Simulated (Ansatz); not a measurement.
Reactions of C2H7BrGe, SMILES `[CH3][GeH]([CH3])[Br]`.

Isolated molecules relaxed with PBE0-D4/def2-TZVP in Ansatz; ΔE leaves out vibrations. CCSD(T)/CBS adds triple-zeta CCSD(T) − MP2 to the extrapolated MP2 energy (def2 sets, frozen cores). This one scheme is used for every species, atoms too. No spin–orbit coupling; open shells (•) take unrestricted orbitals. Spin–orbit coupling would lower the free atoms: a little for C; clearly for Br, Ge. Bonds to Br, Ge are less sure, by a few kJ/mol each and by 10 to 20 or more in all where they break to atoms, as the def2 sets lack core-valence functions. Scalar relativity is left out up to krypton. Each species was taken in one conformer, which may not be the lowest.

(1) Order these by ΔE at CCSD(T)/CBS, lowest first. (An estimate is asked.)
A. `[CH3][GeH]([CH3])[Br]` → `[CH3][Ge][Br]` + CH₄
B. `[CH3][GeH]([CH3])[Br]` + `C#CB(F)F` → `C#[C][GeH]([CH3])[CH3]` + `FB(F)Br`
C. `[CH3][GeH]([CH3])[Br]` → ethane + `[GeH][Br]`
D. `[CH3][GeH]([CH3])[Br]` + H–F → `[CH3][GeH]([F])[Br]` + CH₄
E. `[CH3][GeH]([CH3])[Br]` → `CBr` + `[CH3][GeH]`
F. `[CH3][GeH]([CH3])[Br]` → Br• + 2 C• + Ge• + 7 H•
G. `[CH3][GeH]([CH3])[Br]` + `C=C(C)CC` → `C=C(C)CCC` + `[CH3][GeH2][Br]`
H. `[CH3][GeH]([CH3])[Br]` + acetylene → `C#[C][GeH]([CH3])[CH3]` + HBr

Largest T1 diagnostic: 0.014, for `C#CB(F)F`.

## Answers

(1) D (-71.0 kJ/mol), G (+40.4 kJ/mol), B (+48.6 kJ/mol), H (+72.2 kJ/mol), A (+95.9 kJ/mol), C (+152.4 kJ/mol), E (+310.0 kJ/mol), F (+3794.4 kJ/mol).
